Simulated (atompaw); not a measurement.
**Reading a pseudo-wave (boron)**

Columns: radius, all-electron u(r) and pseudo u(r) of the 2s shell (level -9.38 eV) of boron in the configuration [He] 2s2 2p1; LDA (PW92), scalar-relativistic, PAW (atompaw) scheme, atompaw 4.2.0.5.

```csv
r (bohr),all-electron,pseudo
0.115,-0.2864,0.0310
0.231,-0.2859,0.0624
0.346,-0.1652,0.0938
0.462,-0.0027,0.1256
0.577,0.1605,0.1575
0.692,0.3081,0.1898
0.808,0.4340,0.2227
0.923,0.5343,0.2556
1.038,0.6110,0.2885
1.154,0.6667,0.3217
1.269,0.7031,0.3542
1.385,0.7238,0.3862
1.500,0.7311,0.4166
1.615,0.7278,0.4451
1.731,0.7160,0.4712
1.846,0.6978,0.4935
1.962,0.6746,0.5116
2.077,0.6481,0.5242
2.192,0.6191,0.5306
2.308,0.5884,0.5302
2.423,0.5571,0.5226
2.538,0.5257,0.5081
2.654,0.4942,0.4871
2.769,0.4635,0.4617
2.885,0.4335,0.4333
3.000,0.4047,0.4047
```

Task: How many radial nodes do the two functions have?

Result: The all-electron 2s function has n − l − 1 = 1; the pseudo-wave has 0, since the states of the same l below it are removed with the core.

Task: Is the pseudo-wave norm-conserving?

Result: No, it belongs to a PAW set: the norm inside the radius is not constrained, and the difference is carried by the augmentation charge.
